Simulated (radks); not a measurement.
The numbers below are computed, except where a source is named.
The mean radii <r> (bohr) of the occupied orbitals of an atom or ion are listed with their occupations. Level of theory: scalar-relativistic Kohn-Sham, exchange-only LDA, spin-polarised, spherical densities, point nucleus (a radial shooting solver on a logarithmic mesh with Libxc functionals).

orbital  occ.      <r>
1s          2  0.01866
2s          2  0.07789
2p          6  0.06936
3s          2   0.1867

Name the element and its charge. Open shells, if any, are filled with parallel spins first.

Answer. Z = 73, tantalum, charge +61: Ta61+ in [Ne] 3s2. The 1s radius gives Z: for a bare nucleus <r> = (2 gamma + 1)/(2Z) with gamma = sqrt(1 - (Z/c)^2), 0.01844 bohr for Z = 73, and screening makes it slightly larger (0.01866 here). The occupations add up to 12, and the charge is Z minus that.
